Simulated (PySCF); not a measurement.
**Ni¹⁴⁺: ionisation energy**

Ni¹⁴⁺ [Ne] 3s2 3p2 [3p1/2^2, M_J = 0] → Ni¹⁵⁺ [Ne] 3s2 3p1 [3p1/2^1, M_J = 1/2], as a difference of total energies. Calculation: PySCF 2.14, in an even-tempered Gaussian basis (19 s from 1.2 bohr⁻², ratio 2.4; 13 p from 1.5 bohr⁻², ratio 2.4; 5 d from 6.6 bohr⁻², ratio 2.6; 4 f from 9.9 bohr⁻², ratio 2.6); the two-component X2C-1e Hamiltonian. Correlated levels: 1s2 frozen; the 50 highest virtual spinors dropped. "Screened" scales the spin-orbit matrix elements by Boettger's factors to mimic the two-electron term; Breit and QED terms are absent.

```csv
method,ionisation energy (eV)
GHF (spin-free),460.19
GMP2 (spin-free),460.91
GHF (screened spin-orbit),459.75
GMP2 (screened spin-orbit),460.55
```

**Question.** How much does correlation contribute at GMP2 (screened spin-orbit)?

**Answer.** 460.55 − (459.75) = 0.80 eV, measured against GHF (screened spin-orbit).

The labels give the starting determinants; with spin-orbit coupling the two ends relaxed to ⟨J²⟩ = 1.07, ⟨L²⟩ = 1.89, ⟨S²⟩ = 1.87 and ⟨J²⟩ = 0.76, ⟨L²⟩ = 2.01, ⟨S²⟩ = 0.75.

The determinant of Ni¹⁴⁺ mixes levels of different J (the jj label is only the starting occupation), so the difference between spin-free and spin-orbit rows is not the physical spin-orbit shift.

For comparison: 462.8 ± 1.1 eV (semi-empirical (NIST evaluation); NIST Atomic Spectra Database, ionization energies).
